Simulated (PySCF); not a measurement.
C₄H₅Si (SMILES [C]1=CC=C[SiH2]1), doublet, at a GFN2-xTB geometry. Base run: DF-BLYP/def2-SVP (PySCF).

Input for PySCF:
```python
from pyscf import gto, scf, dft

mol = gto.Mole()
mol.atom = '''
    C     0.445914   -1.251631   -0.250161
    C    -0.854273   -1.187022   -0.476427
    C    -1.450411    0.135479   -0.235507
    C    -0.612098    1.093081    0.176771
    Si    1.146253    0.395681    0.320147
    H    -1.481545   -1.999804   -0.810576
    H    -2.511765    0.272484   -0.397747
    H    -0.948085    2.096591    0.381372
    H     2.077680    0.986420   -0.636471
    H     1.641373    0.365331    1.693311
'''
mol.basis = 'def2-svp'
mol.charge = 0
mol.spin = 1
mol.verbose = 4
mol.symmetry = True
mol.build()

mf = dft.UKS(mol)
mf.xc = 'blyp'
mf = mf.density_fit(auxbasis='def2-universal-jkfit')
mf.kernel()
mf.analyze()
```

Variants of this job, named by their change:

```tsv
change	ΔE vs base (eV)	point group used	SCF cycles
base	0.00	Cs	14
irrep_nelec = A':(19, 17) A":(3, 4)	6.39	Cs	15
irrep_nelec = A':(17, 17) A":(5, 4)	3.33	Cs	13
symmetry = off	0.00	C1	14
```

Open shells are given as the SCF converged; they aren't shown to be the lowest states, and a large step between rows can be another state.
